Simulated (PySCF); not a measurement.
## Worked example: chemical shift, span and skew from a shielding tensor

hexafluorobutadiene (C₄F₆), SMILES C(F)(F)=C(C(F)=C(F)F)F. Atoms are numbered in the order given.

```xyz
10

F     -1.3375     2.1969     0.0000
C     -0.0683     1.8682     0.0000
F      0.7221     2.9162     0.0000
C      0.4005     0.6076     0.0000
F      1.7294     0.4367     0.0000
C     -0.4005    -0.6076     0.0000
F     -1.7294    -0.4367     0.0000
C      0.0683    -1.8682     0.0000
F      1.3375    -2.1969     0.0000
F     -0.7221    -2.9162     0.0000
```

Geometry: B3LYP-D3(BJ)/def2-SVP. One conformer was computed; it need not be the lowest.

GIAO shieldings from B3LYP/pcSseg-1 (PySCF), non-relativistic, no solvent. The symmetric part of the tensor of C4 has the principal values 10.5, 49.4, 87.0 ppm. The same nucleus in TMS has σ = 181.3 ppm at this level (PySCF, at its B3LYP-D3(BJ)/def2-TZVP geometry).

Question: Work out the isotropic shielding, the ¹³C shift against TMS, the span and the skew.

Answer: 
σ(iso) = (σ11 + σ22 + σ33)/3 = 49.0 ppm. δ = σ(ref) − σ(iso) = 181.3 − (49.0) = 132.3 ppm.
Span Ω = σ33 − σ11 = 76.5 ppm. Skew κ = 3(σ(iso) − σ22)/Ω = -0.02. Tumbling in solution averages the tensor to δ; in a static solid the shielding alone would spread this spin-1/2 line over Ω.
